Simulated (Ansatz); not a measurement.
Program: Ansatz. Geometries: PBE0-D4/def2-TZVP. ΔE: electronic, gas phase. CCSD(T)/CBS is the MP2 limit (def2-TZVPP, def2-QZVPP) plus CCSD(T) − MP2 in def2-TZVPP, frozen cores. This one scheme is used for every species. DFT in def2-TZVPP. One conformer a species, not always the lowest.

`CO[SiH2]S[SiH2]F` + HCl → `CO[SiH2]S[SiH2]Cl` + H–F  (ligand exchange at the Si–F bond)

```tsv
level	ΔE (kJ/mol)
ωB97X-V	39.7
B2PLYP	43.8
```

Task: What does CCSD(T)/CBS give? (An estimate is asked.)

Result: Ansatz gave: +34.6 kJ/mol. The listed levels differ from it by 5.1, 9.2 kJ/mol.

Largest T1 diagnostic among the species: 0.012.

The D4 term adds −8.9 kJ/mol with B3LYP and −5.0 kJ/mol with PBE0; it sums over pairs of atoms, weighted by their polarisabilities, and B3LYP, whose exchange is more repulsive, gets the larger term. In def2-TZVPP, CCSD(T) changes the Hartree–Fock value by −14.4 kJ/mol (the triples alone add −3.0 kJ/mol) and MP2 by −20.9 kJ/mol.

B3LYP here is the variant with VWN-RPA as its local correlation; programs differ in this.
